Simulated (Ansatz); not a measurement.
Relaxation of C₂H₅AlSi (9 atoms, charge 0, multiplicity 1), to a largest force component of 0.02 eV/Å in at most 50 steps.

Computed with UKS PBE0-D4/cc-pVDZ (Ansatz 0.2.0).

```xyz
9
Properties=species:S:1:pos:R:3
C 0.362 0.836 -1.107
C -0.069 0.061 0.108
Si 0.151 -1.721 0.554
Al -0.944 -0.060 1.862
H 0.829 0.174 -1.837
H -0.487 1.323 -1.590
H 1.084 1.615 -0.849
H 0.837 -2.775 -0.273
H -1.764 0.547 3.132
```

Problem. Where does it end, and by what steps?

Solution. The run converged. After 4 steps the energy has fallen by 0.170 eV; H9 moved furthest, 0.16 Å.

```csv
step,energy less start (eV),largest force component (eV/Å),accepted
0,0.0000,1.860,yes
1,-0.1430,0.781,yes
2,-0.1676,0.176,yes
3,-0.1697,0.075,yes
4,-0.1705,0.010,yes
```

```xyz
9
Properties=species:S:1:pos:R:3
C 0.349 0.830 -1.083
C -0.030 -0.032 0.073
Si 0.122 -1.730 0.600
Al -0.899 -0.069 1.782
H 0.856 0.274 -1.888
H -0.536 1.324 -1.518
H 1.022 1.643 -0.761
H 0.803 -2.824 -0.200
H -1.687 0.585 2.995
```

Whether the end is a true minimum wasn't checked by a vibrational analysis.

The run took 24 s on 2 threads of Intel(R) Xeon(R) Platinum 8488C (Sapphire Rapids), on a shared host, peak memory 0.26 GiB.
